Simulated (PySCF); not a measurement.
Species: C4H7F3S.
Cartesian coordinates in Å at the PBE0-D3(BJ)/def2-SVP level; atoms count from 1:
```xyz
15
C4H7F3S angstrom
C     -2.1786    0.1936    0.5596
C     -0.8510    0.5252   -0.1049
C     -0.0934   -0.7286   -0.5133
S      1.4279   -0.4445   -1.4670
C      2.5332    0.0465   -0.1276
F      2.2312    1.2371    0.3977
F      2.5281   -0.8274    0.8806
F      3.7668    0.1170   -0.6126
H     -2.0337   -0.4154    1.4662
H     -2.8391   -0.3717   -0.1171
H     -2.7121    1.1083    0.8573
H     -1.0119    1.1508   -0.9979
H     -0.2265    1.1226    0.5768
H     -0.7030   -1.3546   -1.1844
H      0.1645   -1.3564    0.3537
```

Level of theory: PySCF, TDDFT PBE0/def2-SVPD, vertical, gas phase, core orbitals frozen in the response.

Ground-to-excited transition dipoles (e·a0, same axes as the geometry; the sign carries no meaning), for the states with f of 0.002 or more among the lowest 6:

| state | E (hartree) | μx | μy | μz |
| --- | --- | --- | --- | --- |
| S2 | 0.2605 | 0.233 | -0.418 | 0.011 |
| S3 | 0.2674 | -0.127 | 0.040 | 0.035 |
| S4 | 0.2835 | -0.067 | -0.074 | 0.054 |
| S5 | 0.2839 | -0.154 | 0.040 | 0.278 |
| S6 | 0.2949 | -0.098 | 0.497 | -0.086 |

What oscillator strength does each state have?

f = (2/3) ΔE |μ|² with ΔE in hartree (27.2114 eV).

```json
{"state": "S2", "|μ|² (au)": "0.229", "|μ| (D)": "1.22", "f": "0.040"}
{"state": "S3", "|μ|² (au)": "0.019", "|μ| (D)": "0.35", "f": "0.003"}
{"state": "S4", "|μ|² (au)": "0.013", "|μ| (D)": "0.29", "f": "0.002"}
{"state": "S5", "|μ|² (au)": "0.103", "|μ| (D)": "0.81", "f": "0.019"}
{"state": "S6", "|μ|² (au)": "0.264", "|μ| (D)": "1.31", "f": "0.052"}
```

Which bond between heavy atoms lies closest to the direction of the S6 transition dipole?

C2–C3 and C5–F6, at 32° from it; next C5–F7 at 41°.

What angle do the transition dipoles of S2 and S5 make?

|cos θ| = |μa·μb| / (|μa| |μb|) = 0.32, so θ ≈ 71° (taken between 0 and 90°, since the signs are arbitrary).

How is the summed strength of these states shared among x, y and z?

(2/3) Σ ΔE μα² gives 0.020 for x, 0.081 for y and 0.017 for z, 0.117 in all.

What peak molar absorption coefficient would the strongest computed level give as a lone Gaussian band 0.4 eV wide at half height?

ε(max) = 2.175×10⁸ f / FWHM, with the width in cm⁻¹. S6: 2.175×10⁸ × 0.0519 / 3226 ≈ 3500 L mol⁻¹ cm⁻¹.

One conformer stands for the species.
